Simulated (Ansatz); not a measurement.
System: sum formula AlOCl, charge 1, multiplicity 2. SMILES of the parent species: [O]=[Al][Cl]
Structure (B3LYP-D3(BJ)/def2-TZVP (Ansatz, a program for electronic structure) minimum search):
```xyz
3

Al     0.0000     0.0000    -0.5358
O      0.0000     0.0000    -2.2429
Cl     0.0000     0.0000     1.4652
```
Charge +1, spin multiplicity 2.

Parts of the frozen-core correlation energy in cc-pV(Q+d)Z (Ansatz, hartree). Frozen orbitals: 11; correlated occupied orbitals by spin: 8 and 7; virtual: 164 and 165. Open shells are spin-unrestricted. Spin-orbit coupling is left out. No relativistic terms.

```
term                            value
-------------------------  ----------
reference (HF)             -776.10658
MP2 opposite-spin            -0.34872
MP2 same-spin                -0.10840
CCSD correlation             -0.48179
(T)                          -0.02007
T1 diagnostic                   0.014
largest doubles amplitude       0.028
<S^2> of the reference          0.759
```
